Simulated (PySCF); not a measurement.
Compound: C2H3BN2Se.
SMILES: `N#C[BH2-][N+]#C[SeH]`

The calculation used PBE0-D3(BJ)/def2-SVP geometry optimisation, gas phase (PySCF 2.14.0).

Masses are those of the commonest isotopes; rigid-rotor values at the optimised geometry. 

Task: Give the principal moments of inertia and the rotational constants in MHz.

Result: Ia = 54.23, Ib = 728.76, Ic = 778.84 u·Å²; 505379 MHz·u·Å²/I gives A = 9319, B = 693.5, C = 648.9 MHz.

Task: Classify the top.

Result: A near-prolate asymmetric top. Ray's parameter κ = (2B − A − C)/(A − C) = -0.990; −1 is the prolate and +1 the oblate limit.

Task: Is it planar, by Δ = Ic − Ia − Ib?

Result: Not planar: Δ = Ic − Ia − Ib = -4.15 u·Å². For a rigid frame Δ = −2 Σ m c², so Σ m c² = 2.07 u·Å² lies off the ab plane, practically all of it from hydrogen. The atom farthest from that plane is 1.01 Å away.

Task: Give the other two planar moments, Paa and Pbb, and the rms extents of the mass along the axes.

Result: Paa = Σ m a² = (Ib + Ic − Ia)/2 = 726.69 and Pbb = Σ m b² = (Ia + Ic − Ib)/2 = 52.16 u·Å². With the mass M = 145.96 u, the rms extents √(P/M) along a, b and c are 2.23, 0.60, 0.12 Å.

Task: Give the coordinates in the principal-axis frame, origin at the centre of mass.

Result: The sense of each axis is arbitrary; atoms in the order of the calculation.
```tsv
atom	mass (u)	a (Å)	b (Å)	c (Å)
N1	14.003	-4.020	-1.160	0.000
C2	12.000	-3.399	-0.180	0.001
B3	11.009	-2.543	1.143	0.000
N4	14.003	-1.064	0.697	0.000
C5	12.000	0.034	0.346	0.000
Se6	79.917	1.796	-0.127	0.000
H7	1.008	-2.698	1.801	-1.015
H8	1.008	-2.697	1.803	1.014
H9	1.008	1.453	-1.562	0.000
```

Task: List the rotational levels J(Ka,Kc) to J = 3 (MHz).

Result: Above 0(0,0):
J = 1: 1(0,1) 1342, 1(1,1) 9968, 1(1,0) 10013
J = 2: 2(0,2) 4027, 2(1,2) 12608, 2(1,1) 12742, 2(2,1) 38619, 2(2,0) 38620
J = 3: 3(0,3) 8053, 3(1,3) 16568, 3(1,2) 16836, 3(2,2) 42646, 3(2,1) 42647, 3(3,1) 85887, 3(3,0) 85887
The levels of one J sum to (2J + 1)J(J + 1)(A + B + C)/3.

Task: Which types of transition are allowed, and where do some lines up to J = 4 fall?

Result: The dipole components are |μa| = 9.51 D, |μb| = 0.02 D, |μc| = 0.00 D; the mirror of this Cs structure is the ab plane, so μc vanishes by symmetry and there are no c-type lines. The squared components, which scale the intensities, stand as 1.00 : 0.00 (a : b). Some of the stronger lines:

```csv
type,branch,"J(Ka,Kc)",MHz,lower level (cm⁻¹)
a,Q,"4(1,3) ← 4(1,4)",446,0.729
a,R,"1(0,1) ← 0(0,0)",1342,0.000
a,R,"2(1,2) ← 1(1,1)",2640,0.333
a,R,"2(0,2) ← 1(0,1)",2685,0.045
a,R,"2(1,1) ← 1(1,0)",2729,0.334
a,R,"3(1,3) ← 2(1,2)",3960,0.421
a,R,"3(0,3) ← 2(0,2)",4026,0.134
a,R,"3(2,2) ← 2(2,1)",4027,1.288
a,R,"3(2,1) ← 2(2,0)",4028,1.288
a,R,"3(1,2) ← 2(1,1)",4094,0.425
a,R,"4(1,4) ← 3(1,3)",5280,0.553
a,R,"4(0,4) ← 3(0,3)",5368,0.269
a,R,"4(2,3) ← 3(2,2)",5369,1.423
a,R,"4(3,2) ← 3(3,1)",5370,2.865
a,R,"4(3,1) ← 3(3,0)",5370,2.865
a,R,"4(2,2) ← 3(2,1)",5371,1.423
a,R,"4(1,3) ← 3(1,2)",5458,0.562
```

Task: Estimate the classical rotational partition function at 100 K, 200 K and 500 K.

Result: Point group Cs, symmetry number σ = 1; q = (√π/σ)·√((kT/h)³/(ABC)), k/h = 20836.6 MHz/K: 82300 at 100 K, 233000 at 200 K, 920000 at 500 K.

Not checked by PBE0-D3(BJ)/def2-SVP frequencies. Zero-point vibration and centrifugal distortion are left out. Quadrupole hyperfine structure (11B, 14N) is left out.
